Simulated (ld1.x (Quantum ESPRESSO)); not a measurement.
# PBE TM dataset for Cr, scalar-relativistic all-electron reference.

```json
{
 "Element": "chromium (Cr)",
 "Generator": "ld1.x (Quantum ESPRESSO) 7.5",
 "Type": "norm-conserving Troullier–Martins (Kleinman–Bylander form)",
 "Functional": "PBE",
 "Relativity": "scalar-relativistic",
 "Frozen core": "[Ar]",
 "Valence charge": "6",
 "Reference configuration": "3d5 4s1 4p0",
 "Partial waves": "4p (bound, empty): rc 3.15 bohr; 3d (bound): rc 1.95 bohr; 4s (bound): rc 2.25 bohr",
 "Local potential": "the s channel",
 "Core correction": "none"
}
```

All-electron outer shells of the reference configuration (PBE, scalar-relativistic, ld1.x):

| shell | level (eV) | outermost node (bohr) | outermost maximum (bohr) |
| --- | --- | --- | --- |
| 3s | -73.99 | 0.36 | 0.78 |
| 3p | -45.44 | 0.33 | 0.80 |
| 4s | -4.01 | 1.12 | 2.74 |
| 3d | -2.91 | – | 0.84 |
| 4p | -0.99 | 1.25 | 3.94 |

Results:

* Cutoffs needed: 70 Ry and 90 Ry (the cutoffs (Ry, on a coarse ladder) from which the occupation-weighted sum of valence levels, in a spherical-Bessel basis at the reference potential, stays within 10 and 1 mRy of its value at 400 Ry)
* Ghost test: no extra level below or beside the all-electron valence levels (p, d, s, f tested) (spherical-Bessel basis up to 400 Ry, 20 bohr box)
* Largest excitation error: -890 meV (all-electron minus pseudo) for 3d2 4s0 4p0, out of 7 test configurations

Generation and tests took about 1.8 s on one core of a shared server CPU.
